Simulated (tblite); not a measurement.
Compound: C6H7F4N.
Numbering: `[CH3:1][C@@H:2]([C:3]#[N:4])[C@@H:5]([F:6])[CH2:7][C:8]([F:9])([F:10])[F:11]` (hydrogens: H12, H13, H14 on C1; H15 on C2; H16 on C5; H17, H18 on C7)

A start from a force field or distance geometry was refined with tblite, GFN2-xTB geometry optimisation, gas phase. Values at the start:

| coordinate | start |
| --- | --- |
| C1–C2 | 1.493 Å |
| C1–H12 | 1.103 Å |
| C2–C3 | 1.445 Å |
| C2–C5 | 1.508 Å |
| C2–H15 | 1.127 Å |
| C3≡N4 | 1.159 Å |
| C5–F6 | 1.377 Å |
| C5–C7 | 1.493 Å |
| C5–H16 | 1.102 Å |
| C7–C8 | 1.512 Å |
| C7–H17 | 1.120 Å |
| C7–H18 | 1.120 Å |
| C8–F9 | 1.389 Å |
| C1–C2–C5 | 108.2° |
| C2–C3–N4 | 177.8° |
| C2–C5–C7 | 114.6° |
| C3–C2–C5 | 113.3° |
| C5–C7–C8 | 114.8° |
| F6–C5–C7 | 114.1° |
| C7–C8–F9 | 107.4° |
| F9–C8–F10 | 111.8° |
| C1–C2–C5–F6 | 59° |
| C2–C5–C7–C8 | 180° |
| C5–C7–C8–F9 | -61° |

Q: How do these coordinates change at the GFN2-xTB level?

A: 
```
 coordinate  GFN2-xTB (Å or °)  change
      C8–F9              1.342  -0.047
      C1–C2              1.533  +0.040
      C5–C7              1.531  +0.038
      C2–C5              1.540  +0.032
     C2–H15              1.097  -0.030
     C7–H17              1.092  -0.028
     C7–H18              1.092  -0.028
      C3≡N4              1.142  -0.017
     C1–H12              1.088  -0.015
      C7–C8              1.520  +0.008
     C5–H16              1.098  -0.004
      C5–F6              1.376  -0.001
      C2–C3              1.445   0.000
   F6–C5–C7              108.8    -5.3
  F9–C8–F10              106.6    -5.2
   C7–C8–F9              111.9    +4.5
   C3–C2–C5              110.1    -3.2
   C5–C7–C8              112.0    -2.8
   C1–C2–C5              110.9    +2.7
   C2–C5–C7              112.4    -2.2
   C2–C3–N4              179.3    +1.5
C2–C5–C7–C8                168     -12
C5–C7–C8–F9                -57      +4
C1–C2–C5–F6                 62      +3
```

The energy falls by 0.528 eV over 93 L-BFGS steps, the largest force on an atom goes from 2.07 to 0.009 eV/Å, and the atoms move by 0.373 Å rms after alignment. The bond that changes most is C8–F9 (CF3 carbon to fluorine of a CF3 group), which shortens by 0.047 Å. Bonds longer at the end by more than 0.005 Å: 4 of 17; shorter: 10. Among the dihedrals that turn most is H12–C1–C2–H15, from 130° to -178°. Rotational constants go from 1762, 652.9, 536.9 to 1762, 660.9, 539.6 MHz.

Its GFN2-xTB frequencies are all real (lowest 26 cm⁻¹). One conformer, not necessarily the lowest. 3 starts were optimised and ended at 0.00, 0.73 and 0.84 kcal/mol (GFN2-xTB); the lowest of these is shown.

All values are computed, not measured.
